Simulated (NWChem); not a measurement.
A series in which one site is exchanged, each optimised at PBE0/def2-SVP with NWChem, gas phase unless a solvent is named. Low-valent species are run as closed-shell singlets; no triplet was tried in these runs. For some, no frequency run checked for a minimum. def2 effective core potentials on Pb; no spin-orbit coupling.

A: [F][GeH] (GeHF; site = Ge)
B: F[CH] (CHF; site = C)
C: [F][PbH] (PbHF; site = Pb)
D: [SiH]F (SiHF; site = Si)

Values for A:

| Property | Value |
|---|---|
| dipole (D), PBE0/def2-SVP | 1.76 |
| orbital gap (eV), PBE0/def2-SVP | 4.38 |
| vertical ionisation energy, ΔSCF, CAM-B3LYP/def2-SVP (eV) | 9.86 |
| lowest singlet excitation, CAM-B3LYP/def2-SVPD, TDA (eV) | 3.05 |

Q: How do these values change for the other members?

A: 
```tsv
change from A	B	C	D
dipole (D), PBE0/def2-SVP	-0.24	+1.84	-0.73
orbital gap (eV), PBE0/def2-SVP	+0.04	-0.14	-0.06
vertical ionisation energy, ΔSCF, CAM-B3LYP/def2-SVP (eV)	+0.56	-0.39	-0.22
lowest singlet excitation, CAM-B3LYP/def2-SVPD, TDA (eV)	-0.68	-0.12	+0.02
```
